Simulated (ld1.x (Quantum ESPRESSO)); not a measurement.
# Scattering properties, PAW potential for Mo

```json
{"Element": "molybdenum (Mo)", "Generator": "ld1.x (Quantum ESPRESSO) 7.5", "Type": "PAW", "Functional": "PBEsol", "Relativity": "non-relativistic", "Frozen core": "[Ar] 3d10", "Valence charge": "14", "Reference configuration": "4s2 4p6 4d5 5s0.5 5p0 (charge +0.5)", "Partial waves": "4s (bound): rcut 1.60, rcutus 1.75 bohr; 5s (bound): rcut 1.60, rcutus 1.75 bohr; 4p (bound): rcut 2.10, rcutus 2.40 bohr; 5p (bound, empty): rcut 2.10, rcutus 2.40 bohr; 4d (bound): rcut 2.30, rcutus 2.50 bohr; 4d channel at 2.45 Ry: rcut 2.30, rcutus 2.50 bohr", "Local potential": "all-electron potential smoothed inside 1.65 bohr (lloc = -2)", "Core correction": "Bessel-smoothed model core inside 1.00 bohr", "Augmentation charge": "PSQ, inside the norm-conserving radii"}
```

The phase is arctan(r·u′/u) with u = r·R(r), unwrapped; energies in Ry, scanned from -7 to 5 Ry. A pole is an energy at which the radial function vanishes at the test radius. The pseudo phase is shifted by a multiple of π to meet the all-electron one at the reference energy, and phase errors are pseudo minus all-electron; the curves can meet again beyond the range given. Levels narrower than the energy grid can be missing from the lists of poles.

| channel | radius (bohr) | reference energy (Ry) | poles, all-electron | poles, pseudo | unbroken range about the reference energy with phases within 0.05 rad | phase error 1 Ry above the reference energy (rad) |
| --- | --- | --- | --- | --- | --- | --- |
| s | 2.70 | -0.48 | -4.66, 2.34 | -4.66, 2.22 | below 3.6 | -0.003 |
| p | 2.70 | -0.24 | -2.92, 3.41 | -2.92, 1.30 | -3.1 to 0.1 | -0.488 |
| d | 2.70 | -0.53 | -0.08 | -0.08 | the whole range | -0.003 |

The ghost test of this file was not conclusive. Its overlap operator is not positive definite in a basis up to 400 Ry (lowest eigenvalue p -0.14), so the file is unfit for use: the generalised eigenproblem breaks down once the basis is large enough, and its test numbers describe a broken file.

Phases in the p channel:

```json
{"E (Ry)": "-7.00", "all-electron": "1.420", "pseudo": "1.408"}
{"E (Ry)": "-6.48", "all-electron": "1.413", "pseudo": "1.399"}
{"E (Ry)": "-5.96", "all-electron": "1.404", "pseudo": "1.390"}
{"E (Ry)": "-5.44", "all-electron": "1.394", "pseudo": "1.378"}
{"E (Ry)": "-4.92", "all-electron": "1.380", "pseudo": "1.364"}
{"E (Ry)": "-4.40", "all-electron": "1.362", "pseudo": "1.344"}
{"E (Ry)": "-3.88", "all-electron": "1.332", "pseudo": "1.311"}
{"E (Ry)": "-3.36", "all-electron": "1.236", "pseudo": "1.207"}
{"E (Ry)": "-2.84", "all-electron": "-1.651", "pseudo": "-1.660"}
{"E (Ry)": "-2.32", "all-electron": "-1.781", "pseudo": "-1.797"}
{"E (Ry)": "-1.80", "all-electron": "-1.837", "pseudo": "-1.854"}
{"E (Ry)": "-1.28", "all-electron": "-1.901", "pseudo": "-1.916"}
{"E (Ry)": "-0.76", "all-electron": "-2.002", "pseudo": "-2.010"}
{"E (Ry)": "-0.24", "all-electron": "-2.203", "pseudo": "-2.203"}
{"E (Ry)": "0.28", "all-electron": "-2.745", "pseudo": "-2.867"}
{"E (Ry)": "0.80", "all-electron": "-3.794", "pseudo": "-4.280"}
{"E (Ry)": "1.32", "all-electron": "-4.312", "pseudo": "-4.725"}
{"E (Ry)": "1.84", "all-electron": "-4.506", "pseudo": "-4.938"}
{"E (Ry)": "2.36", "all-electron": "-4.605", "pseudo": "-5.153"}
{"E (Ry)": "2.88", "all-electron": "-4.667", "pseudo": "-5.498"}
{"E (Ry)": "3.40", "all-electron": "-4.712", "pseudo": "-6.139"}
{"E (Ry)": "3.92", "all-electron": "-4.750", "pseudo": "-6.840"}
{"E (Ry)": "4.44", "all-electron": "-4.786", "pseudo": "-7.222"}
{"E (Ry)": "4.96", "all-electron": "-4.825", "pseudo": "-7.413"}
```
